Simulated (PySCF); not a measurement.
**Be (beryllium, neutral) across methods**

[He] 2p2, high-spin 3P determinant (an excited configuration). Calculation: PySCF 2.14, in aug-cc-pVTZ with one added diffuse shell each of s, p, d, f type (6s5p4d3f, 62 functions); the non-relativistic Hamiltonian (point nucleus).

| method | E (hartree) | mean ε 1s α (eV) | mean ε 1s β (eV) | mean ε 2p α (eV) | Σ⟨r²⟩ (bohr²) | ⟨S²⟩ |
| --- | --- | --- | --- | --- | --- | --- |
| PBE0 | -14.4070 | -113.96 | -113.56 | -4.157 | 21.23 | 2.000 |
| BP86 | -14.4372 | -108.40 | -108.07 | -3.489 | 21.21 | 2.000 |
| LDA | -14.2270 | -106.69 | -106.30 | -3.394 | 21.45 | 2.000 |
| UHF | -14.33598 | -130.76 | -130.43 | -6.039 | 22.19 | 2.000 |
| PBE | -14.4103 | -108.14 | -107.73 | -3.416 | 21.19 | 2.000 |
| MN15 | -14.4245 | -113.33 | -112.96 | -4.251 | 21.93 | 2.000 |
| wB97X-V | -14.4140 | -115.86 | -115.60 | -5.926 | 21.17 | 2.000 |
| BHandHLYP | -14.4173 | -119.96 | -119.66 | -4.656 | 21.42 | 2.000 |
| r2SCAN | -14.4258 | -110.57 | -110.26 | -3.534 | 21.15 | 2.000 |
